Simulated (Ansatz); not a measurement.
Cd11H28S11. Charge 0, multiplicity 3. Geometry PBE-D4/def2-SVP, loosely relaxed, that of the neutral singlet; atoms count from 1.

```xyz
50

Cd    3.8377    2.6879    0.7613
S     4.4351    1.1432   -1.9532
Cd    1.0087    4.3336   -0.2643
S    -1.9449    3.9405   -0.5745
S     1.5099    1.9856   -1.0609
Cd   -0.4573    1.3743   -2.6506
Cd    3.3522   -1.5090   -2.5603
S     0.8373   -1.0806   -3.2103
Cd   -4.0333    1.7998   -0.6858
S    -2.3267    0.0724   -1.3966
Cd   -4.4850   -1.5241    0.0484
Cd   -0.4286   -3.3658   -2.9345
S    -3.2690   -2.6931   -2.6125
S     0.4734    3.2500    2.1894
Cd    1.4960    0.8092    1.1898
S     2.8087   -1.5804   -0.0120
Cd   -1.0849    1.5350    3.7373
S    -3.1633    1.4262    1.8820
S     0.0508   -0.5535    2.6630
Cd   -1.6761   -0.7680    0.9069
Cd    1.9128   -3.9449    0.5540
S    -0.3895   -3.1612   -0.3341
H     4.4022    4.2066    0.3166
H     3.4769    1.2030    1.6409
H     3.9398    2.0298   -2.8550
H     5.6552    1.0568   -2.5769
H     1.1827    6.0012   -0.4994
H    -2.2260    4.6860   -1.6815
H    -2.4673    4.8633    0.2823
H    -0.8269    2.3611   -4.0069
H     4.5521   -2.2154   -3.5344
H     0.9912   -1.1101   -4.5643
H    -5.4500    2.6563   -1.0405
H    -5.9734   -1.0426   -0.5658
H    -3.2017   -2.1589    1.0784
H    -0.4774   -4.6703   -4.0207
H    -3.6088   -1.7033   -3.4789
H    -3.8546   -3.6794   -3.3673
H     1.2415    3.8517    3.1391
H     2.5619   -0.3575    4.1738
H     3.2566   -0.1454    4.4302
H     4.0823   -1.6617    0.4675
H    -1.4900    2.0720    5.3054
H    -4.2115    1.0623    2.6690
H    -1.7239   -2.4815    3.8716
H     1.1253   -2.8478    2.9867
H    -2.3052   -2.9464    4.0704
H     2.5951   -5.4145    1.0535
H     1.4534   -3.5499    3.0591
H    -1.1634   -4.2423   -0.0353
```

In the def2 sets Cd takes a core potential; there is no spin–orbit coupling. Single mean-field runs in def2-SVP are fitted with def2-universal-jkfit. The geometry of the charge 0 triplet is only loosely relaxed. In the triplet geometry the species has come apart into loosely held pieces. At PBE0-D4/def2-SVP a singlet of charge 0 lies 4.18 eV below the triplet at the same geometry.

(1) Estimate the Mulliken populations of the heavy atoms from the PBE0/def2-SVP orbitals of Ansatz.

(2) Where does the spin sit?

(3) And the Mayer bond orders between heavy atoms (over 0.3)?

Answers

(1) 
| atom | charge (e) | spin (α − β) | d electrons |
| --- | --- | --- | --- |
| Cd1 | 0.34 | 0.07 | 9.95 |
| S2 | -0.09 | 0.00 | – |
| Cd3 | 0.44 | 0.01 | 9.98 |
| S4 | -0.12 | 0.00 | – |
| S5 | -0.67 | 0.18 | – |
| Cd6 | 0.38 | 0.02 | 9.98 |
| Cd7 | 0.40 | 0.03 | 9.98 |
| S8 | -0.44 | 0.00 | – |
| Cd9 | 0.44 | 0.01 | 9.98 |
| S10 | -0.69 | 0.13 | – |
| Cd11 | 0.35 | 0.06 | 9.95 |
| Cd12 | 0.41 | 0.03 | 9.98 |
| S13 | -0.09 | 0.00 | – |
| S14 | -0.44 | 0.13 | – |
| Cd15 | 0.27 | 0.22 | 10.02 |
| S16 | -0.42 | -0.01 | – |
| Cd17 | 0.48 | 0.02 | 9.98 |
| S18 | -0.44 | 0.11 | – |
| S19 | -0.43 | 0.53 | – |
| Cd20 | 0.28 | 0.20 | 10.03 |
| Cd21 | 0.41 | 0.04 | 9.98 |
| S22 | -0.42 | -0.01 | – |
Mulliken values depend strongly on the basis.

(2) Summed by element: Cd 0.71, S 1.04, H 0.25, of 2 unpaired in all. Largest on single atoms: S19 0.53, Cd15 0.22, Cd20 0.20.

(3) Cd3–S5 0.59 (2.53 Å); S5–Cd6 0.45 (2.60 Å); S5–Cd15 0.46 (2.54 Å); Cd6–S10 0.45 (2.60 Å); Cd7–S8 0.43 (2.63 Å); Cd7–S16 0.45 (2.61 Å); S8–Cd12 0.43 (2.63 Å); Cd9–S10 0.59 (2.53 Å); S10–Cd20 0.49 (2.54 Å); Cd12–S22 0.45 (2.61 Å); S14–Cd17 0.30 (2.79 Å); Cd15–S19 0.51 (2.47 Å); S16–Cd21 0.47 (2.59 Å); Cd17–S18 0.30 (2.79 Å); Cd17–S19 0.47 (2.61 Å); S19–Cd20 0.53 (2.47 Å); Cd21–S22 0.47 (2.59 Å).
